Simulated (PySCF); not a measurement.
## Spinor energies of Co²⁵⁺ (cobalt, charge +25)

Start: 1s2. Calculated with PySCF 2.14 in an even-tempered Gaussian basis (15 s from 31 bohr⁻², ratio 2.4; 9 p from 40 bohr⁻², ratio 2.4; 3 d from 130 bohr⁻², ratio 2.6; 3 f from 190 bohr⁻², ratio 2.6): generalised Hartree-Fock with the X2C-1e Hamiltonian and a Gaussian nucleus; one run each with spin-orbit coupling (SO) switched off, then screened by Boettger's factors, then bare.

```json
{"spinor shell": "1s1/2", "electrons": "2", "ε, spin-free (eV)": "-9552.0", "ε, screened SO (eV)": "-9552.0", "ε, bare SO (eV)": "-9552.0", "weight of nominal j (screened SO)": "1.000", "rms radius, screened SO (bohr)": "0.0641"}
```

```tsv
quantity	spin-free	screened SO	bare SO
E (hartree)	-719.07663	-719.07663	-719.07663
M_J	0	0	0
⟨J²⟩	0.000	0.000	0.000
⟨L²⟩	0.000	0.000	0.000
⟨S²⟩	0.000	0.000	0.000
```

Without spin-orbit coupling the j labels of p, d and f shells carry no meaning; the spin-free column gives the mean over the occupied spinors of each nl shell.
